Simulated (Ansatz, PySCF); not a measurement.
Molecule: SbCl3, charge 0, multiplicity 1. 
Structure (B3LYP-D3(BJ)/def2-TZVP (Ansatz, a program for electronic structure) minimum search):
```
Sb
Cl 1 2.3593
Cl 1 2.3593 2 97.88
Cl 1 2.3593 2 97.88 3 99.14
```
Charge 0, spin multiplicity 1.

Wanted: atomisation energy (electronic, to ground-state atoms), in kcal/mol. Valence correlation only, unless marked. UHF or UKS for open shells. Spin-orbit coupling is left out. Frozen are the shells of the preceding noble gas and the d and f shells that filled before the atom's block. Past Kr the def2 sets carry scalar-relativistic core potentials. STO-3G rows are all-electron and non-relativistic. The coupled-cluster limit lacks core correlation, which all-electron functionals hold. Basis-set limits of correlation are two-point, X^-3; Hartree-Fock from the larger set.

```csv
level,program,atomisation energy (kcal/mol)
revPBE-D4/def2-TZVPD,Ansatz + dftd4,234.7
revPBE/def2-TZVPD,Ansatz,225.2
TPSSh/def2-TZVPD,PySCF,[?]
r2SCAN0-D4/def2-TZVPD,Ansatz + dftd4,222.7
r2SCAN0/def2-TZVPD,Ansatz,221.6
HSE06-D3(BJ)/def2-TZVPD,Ansatz + dftd3,231.9
CAM-B3LYP-D3(BJ)/def2-TZVPD,Ansatz + dftd3,224.7
wB97M-V/def2-TZVPD,Ansatz,230.1
B2PLYP/def2-TZVPD,Ansatz,222.5
SCS-MP2/STO-3G,Ansatz,194.5
SCS-MP2/def2-QZVPPD,Ansatz,228.2
"CCSD(T)/CBS(def2-TZVPPD,def2-QZVPPD)",Ansatz,[?]
```

Task: What belongs in the gaps?

Result: 
- TPSSh/def2-TZVPD, atomisation energy (kcal/mol): 229.5
- CCSD(T)/CBS(def2-TZVPPD,def2-QZVPPD), atomisation energy (kcal/mol): 229.2
